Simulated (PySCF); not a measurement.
PySCF input for benzenedithiol (C₆H₆S₂), SMILES Sc1ccc(S)cc1, PBE-D3(BJ)/def2-SVP. Coordinates come from a PBE-D3(BJ)/def2-SVP optimisation. One conformer was computed; it need not be the lowest.

```python
import numpy as np
from pyscf import gto, scf, dft, df
from pyscf.hessian import thermo

mol = gto.M(
    atom='''
    S     0.00000000   -3.19524523    0.08239314
    C     0.00000000   -1.42021484   -0.00340366
    C    -0.00000000   -0.70031267   -1.21493472
    C    -0.00000000    0.70031267   -1.21493472
    C    -0.00000000    1.42021484   -0.00340366
    S     0.00000000    3.19524523    0.08239314
    C     0.00000000    0.69901811    1.21011098
    C    -0.00000000   -0.69901811    1.21011098
    H     0.00000001   -3.41036075   -1.26148079
    H    -0.00000000   -1.23531328   -2.17706137
    H     0.00000000    1.23531328   -2.17706137
    H     0.00000000    3.41036075   -1.26148079
    H    -0.00000000    1.23845049    2.16961622
    H     0.00000000   -1.23845049    2.16961622
    ''',
    basis='def2-SVP',
    charge=0,
    spin=0,
    max_memory=1600,
    verbose=3,
)
mf = dft.RKS(mol, xc='pbe').density_fit(auxbasis='def2-universal-jkfit')
mf.disp = 'd3bj'
mf.grids.level = 3
mf.conv_tol = 1e-11
mf.max_cycle = 100
mf.kernel()

# [left out here: the lines that compute and print the analytic Hessian (its translational invariance restored by hand, since the grid's response is missing), thermochemistry and intensities]
```

Log of the run:

```
converged SCF energy = -1027.59030398122

WARN: DFTD3 does not support analytical Hessian, using finite difference


WARN: Mole.unit (angstrom) is changed to Bohr

Mode                                 0                   1                   2
Irrep
Freq [cm^-1]                       89.5644            110.6985            114.6539
Reduced mass [au]                   5.9401              1.1005              1.1437
Force const [Dyne/A]                0.0281              0.0079              0.0089
Char temp [K]                     128.8632            159.2705            164.9614
Normal mode                   x     y     z       x     y     z       x     y     z
       0   S                -0.09 -0.00 -0.00    0.03  0.00  0.00   -0.02  0.00  0.00
       1   C                 0.05  0.00  0.00   -0.03 -0.00 -0.00    0.02 -0.00 -0.00
       2   C                 0.07  0.00  0.00    0.00 -0.00 -0.00    0.06  0.00 -0.00
       3   C                 0.07  0.00  0.00   -0.00  0.00 -0.00    0.06  0.00 -0.00
       4   C                 0.05  0.00  0.00    0.03 -0.00 -0.00    0.02 -0.00 -0.00
       5   S                -0.09 -0.00 -0.00   -0.03 -0.00  0.00   -0.02  0.00  0.00
       6   C                 0.09  0.00  0.00    0.03 -0.00 -0.00    0.02 -0.00 -0.00
       7   C                 0.09  0.00  0.00   -0.03 -0.00 -0.00    0.02 -0.00 -0.00
       8   H                 0.21 -0.00  0.00   -0.67 -0.00 -0.00   -0.65 -0.00 -0.00
       9   H                 0.05 -0.00  0.00    0.03  0.00 -0.00    0.09  0.00 -0.00
      10   H                 0.05 -0.00  0.00   -0.03  0.00 -0.00    0.09  0.00 -0.00
      11   H                 0.21 -0.00 -0.00    0.67  0.00  0.00   -0.65  0.00  0.00
      12   H                 0.12  0.00  0.00    0.06 -0.00 -0.00   -0.02 -0.00 -0.00
      13   H                 0.12  0.00  0.00   -0.06 -0.00 -0.00   -0.02 -0.00 -0.00
Mode                                 3                   4                   5
Irrep
[...]
      11   H                 0.02 -0.00 -0.00   -0.00  0.07  0.01    0.00  0.01  0.00
      12   H                -0.58  0.00 -0.00   -0.00  0.10 -0.19    0.00  0.23 -0.19
      13   H                 0.58 -0.00 -0.00    0.00  0.10  0.19   -0.00 -0.23 -0.19
Mode                                21                  22                  23
Irrep
Freq [cm^-1]                     1103.3875           1103.6690           1164.2076
Reduced mass [au]                   2.1747              1.5606              1.1285
Force const [Dyne/A]                1.5599              1.1200              0.9012
Char temp [K]                    1587.5290           1587.9339           1675.0355
Normal mode                   x     y     z       x     y     z       x     y     z
       0   S                -0.00  0.02 -0.00    0.00 -0.01 -0.00    0.00  0.00  0.00
       1   C                -0.00 -0.15 -0.00   -0.00  0.08  0.04    0.00 -0.03 -0.00
       2   C                 0.00  0.03  0.00   -0.00 -0.02  0.01   -0.00 -0.04  0.02
       3   C                -0.00  0.03 -0.00    0.00  0.02  0.01    0.00  0.04  0.02
       4   C                -0.00 -0.15  0.00   -0.00 -0.08  0.04    0.00  0.03 -0.00
       5   S                 0.00  0.02  0.00    0.00  0.01 -0.00    0.00 -0.00  0.00
       6   C                 0.00  0.03  0.00    0.00 -0.07 -0.06   -0.00  0.04 -0.02
       7   C                -0.00  0.03 -0.00   -0.00  0.07 -0.06    0.00 -0.04 -0.02
       8   H                 0.00  0.02 -0.00   -0.00 -0.10  0.01   -0.00  0.02 -0.00
       9   H                -0.00  0.27 -0.14    0.00 -0.37  0.21    0.00 -0.41  0.22
      10   H                 0.00  0.28  0.14   -0.00  0.37  0.21   -0.00  0.41  0.22
      11   H                 0.00  0.02  0.00    0.00  0.10  0.01   -0.00 -0.02 -0.00
      12   H                -0.00  0.29 -0.15   -0.00 -0.33  0.08    0.00  0.42 -0.22
      13   H                 0.00  0.30  0.15    0.00  0.33  0.08   -0.00 -0.42 -0.22
Mode                                24                  25                  26
Irrep
Freq [cm^-1]                     1266.5426           1338.7258           1409.6612
Reduced mass [au]                   1.2507              5.7016              4.2711
Force const [Dyne/A]                1.1821              6.0205              5.0006
Char temp [K]                    1822.2728           1926.1284           2028.1887
Normal mode                   x     y     z       x     y     z       x     y     z
       0   S                 0.00  0.00 -0.00    0.00  0.00 -0.01    0.00  0.00 -0.00
       1   C                -0.00 -0.00  0.08   -0.00 -0.00  0.16    0.00  0.00  0.02
       2   C                 0.00 -0.03  0.02    0.00  0.02 -0.07    0.00 -0.14  0.01
       3   C                -0.00 -0.03 -0.02   -0.00 -0.02 -0.07   -0.00  0.14  0.01
       4   C                -0.00 -0.00 -0.08    0.00  0.00  0.16    0.00 -0.00  0.02
       5   S                 0.00  0.00  0.00   -0.00 -0.00 -0.01    0.00 -0.00 -0.00
       6   C                -0.00  0.03 -0.01    0.00  0.03 -0.07   -0.00 -0.13  0.01
       7   C                 0.00  0.03  0.01    0.00 -0.03 -0.07   -0.00  0.13  0.01
       8   H                -0.00 -0.07  0.01   -0.00 -0.11  0.02   -0.00 -0.04  0.01
       9   H                -0.00  0.40 -0.22   -0.00  0.08 -0.11   -0.00  0.14 -0.15
      10   H                -0.00  0.40  0.22   -0.00 -0.08 -0.11    0.00 -0.14 -0.15
      11   H                 0.00 -0.07 -0.01   -0.00  0.11  0.02    0.00  0.04  0.01
      12   H                -0.00 -0.37  0.21    0.00  0.09 -0.11    0.00  0.13 -0.15
      13   H                -0.00 -0.37 -0.21   -0.00 -0.09 -0.11    0.00 -0.13 -0.15
Mode                                27                  28                  29
Irrep
Freq [cm^-1]                     1458.5461           1565.3587           1605.3037
Reduced mass [au]                   2.3748              7.2973              6.6668
Force const [Dyne/A]                2.9766             10.5351             10.1224
Char temp [K]                    2098.5231           2252.2026           2309.6746
Normal mode                   x     y     z       x     y     z       x     y     z
       0   S                 0.00 -0.00 -0.00    0.00  0.00 -0.00   -0.00  0.00 -0.00
       1   C                -0.00  0.09 -0.00   -0.00 -0.00  0.14    0.00 -0.07  0.00
       2   C                -0.00 -0.06  0.07    0.00  0.04 -0.09   -0.00  0.12 -0.03
       3   C                 0.00 -0.06 -0.07   -0.00  0.04  0.09    0.00 -0.12 -0.03
       4   C                 0.00  0.09  0.00   -0.00 -0.00 -0.14    0.00  0.07  0.00
       5   S                -0.00 -0.00  0.00    0.00  0.00  0.00   -0.00 -0.00 -0.00
       6   C                -0.00 -0.06  0.07   -0.00 -0.04  0.09   -0.00 -0.13  0.03
       7   C                 0.00 -0.06 -0.07    0.00 -0.04 -0.09   -0.00  0.13  0.03
       8   H                -0.00 -0.01  0.00   -0.00 -0.06  0.01    0.00 -0.00 -0.00
       9   H                 0.00  0.27 -0.10    0.00 -0.11 -0.01   -0.00 -0.09  0.09
      10   H                -0.00  0.27  0.10    0.00 -0.11  0.01   -0.00  0.09  0.09
      11   H                -0.00 -0.01 -0.00    0.00 -0.06 -0.01   -0.00  0.00 -0.00
      12   H                 0.00  0.29 -0.12    0.00  0.11  0.01    0.00  0.10 -0.10
      13   H                -0.00  0.29  0.12   -0.00  0.11 -0.01    0.00 -0.10 -0.10
Mode                                30                  31                  32
Irrep
Freq [cm^-1]                     2623.0002           2623.1242           3107.0091
Reduced mass [au]                   1.0385              1.0385              1.0875
Force const [Dyne/A]                4.2098              4.2102              6.1852
Char temp [K]                    3773.9133           3774.0918           4470.2943
Normal mode                   x     y     z       x     y     z       x     y     z
       0   S                 0.00 -0.00 -0.02    0.00 -0.00 -0.02   -0.00  0.00  0.00
       1   C                 0.00 -0.00 -0.00    0.00 -0.00 -0.00    0.00 -0.00  0.00
       2   C                -0.00  0.00  0.00   -0.00  0.00  0.00   -0.00 -0.03 -0.05
       3   C                -0.00  0.00 -0.00   -0.00 -0.00  0.00    0.00 -0.03  0.05
       4   C                -0.00 -0.00  0.00   -0.00  0.00 -0.00   -0.00 -0.00 -0.00
       5   S                 0.00 -0.00  0.02    0.00  0.00 -0.02   -0.00  0.00 -0.00
       6   C                -0.00  0.00 -0.00   -0.00  0.00  0.00    0.00 -0.00 -0.00
       7   C                 0.00  0.00  0.00    0.00 -0.00  0.00    0.00 -0.00  0.00
       8   H                -0.00  0.11  0.69   -0.00  0.11  0.68   -0.00  0.00 -0.00
       9   H                 0.00 -0.00  0.00    0.00 -0.00  0.00    0.00  0.32  0.59
      10   H                 0.00 -0.00 -0.00    0.00  0.00  0.00   -0.00  0.32 -0.59
      11   H                 0.00  0.11 -0.68   -0.00 -0.11  0.69   -0.00  0.00  0.00
      12   H                 0.00  0.00 -0.00    0.00 -0.00  0.00   -0.00  0.03  0.05
      13   H                 0.00  0.00  0.00    0.00  0.00  0.00   -0.00  0.03 -0.05
Mode                                33                  34                  35
Irrep
Freq [cm^-1]                     3112.1826           3121.6282           3126.8224
Reduced mass [au]                   1.0879              1.0961              1.0967
Force const [Dyne/A]                6.2082              6.2929              6.3176
Char temp [K]                    4477.7379           4491.3279           4498.8012
Normal mode                   x     y     z       x     y     z       x     y     z
       0   S                -0.00  0.00  0.00   -0.00  0.00 -0.00    0.00 -0.00 -0.00
       1   C                 0.00 -0.00 -0.00   -0.00 -0.00  0.00   -0.00  0.00  0.00
       2   C                -0.00  0.00  0.00   -0.00 -0.03 -0.05    0.00  0.01  0.01
       3   C                 0.00  0.00 -0.00   -0.00  0.03 -0.05   -0.00 -0.01  0.01
       4   C                -0.00 -0.00  0.00    0.00  0.00  0.00   -0.00 -0.00  0.00
       5   S                -0.00  0.00 -0.00   -0.00 -0.00 -0.00    0.00  0.00 -0.00
       6   C                 0.00 -0.03 -0.05    0.00 -0.01 -0.01    0.00 -0.03 -0.05
       7   C                 0.00 -0.03  0.05    0.00  0.01 -0.01   -0.00  0.03 -0.05
       8   H                 0.00  0.00 -0.00   -0.00  0.00 -0.00    0.00 -0.00  0.00
       9   H                -0.00 -0.03 -0.05    0.00  0.32  0.57    0.00 -0.08 -0.14
      10   H                 0.00 -0.03  0.05    0.00 -0.32  0.57    0.00  0.08 -0.14
      11   H                -0.00  0.00  0.00   -0.00 -0.00 -0.00   -0.00  0.00  0.00
      12   H                -0.00  0.33  0.59    0.00  0.08  0.14    0.00  0.32  0.57
      13   H                -0.00  0.33 -0.59    0.00 -0.08  0.14    0.00 -0.32  0.57
temperature 298.1500 [K]
pressure 101325.00 [Pa]
Rotational constants [GHz] 5.41794 0.66829 0.59491
Symmetry number 2
Zero-point energy (ZPE) 0.09559 [Eh]   250983.961 [J/mol]
                           tot       elec      trans        rot        vib
Entropy [J/mol/K]       375.694      0.000    170.574    117.209     87.911
Cv [J/mol/K]            127.340      0.000     12.472     12.472    102.397
Cp [J/mol/K]            135.655      0.000     20.786     12.472    102.397
Internal energy [J/mol]                      3718.434   3718.434 265736.979
Internal energy [Eh]   -1027.48626  -1027.59030
Enthalpy [J/mol]                             6197.391   3718.434 265736.979
Enthalpy [Eh]          -1027.48531
Gibbs free energy [J/mol]                  -44659.216 -31227.438 239526.207
Gibbs free energy [Eh] -1027.52798
mode   freq/cm-1   IR/(km/mol)
   1       89.56         6.097
   2      110.70         0.000
   3      114.65        30.370
   4      197.75         0.013
   5      283.64         0.000
   6      322.07         3.379
   7      323.70         0.014
   8      396.49         0.000
   9      480.68        19.877
  10      531.31        11.669
  11      624.44         0.072
  12      702.36         0.000
  13      738.50         0.015
  14      784.10        20.056
  15      800.83        11.049
  16      890.63        14.503
  17      904.54         1.097
  18      916.76         0.000
  19      936.98         0.000
  20      988.99        13.676
  21     1093.38         3.401
  22     1103.39        76.384
  23     1103.67         3.821
  24     1164.21         0.003
  25     1266.54         0.194
  26     1338.73        15.617
  27     1409.66         1.330
  28     1458.55        85.003
  29     1565.36         0.080
  30     1605.30         0.095
  31     2623.00         0.312
  32     2623.12         2.183
  33     3107.01         8.202
  34     3112.18         1.855
  35     3121.63         8.354
  36     3126.82         1.797
max |gradient| / (hartree/bohr): 4.260407958590451e-05
APT charges: [-0.1889  0.2273 -0.0819 -0.0818  0.2273 -0.1889 -0.0664 -0.0664  0.0392
  0.0266  0.0266  0.0392  0.044   0.044 ]
```

Self-consistency was reached.
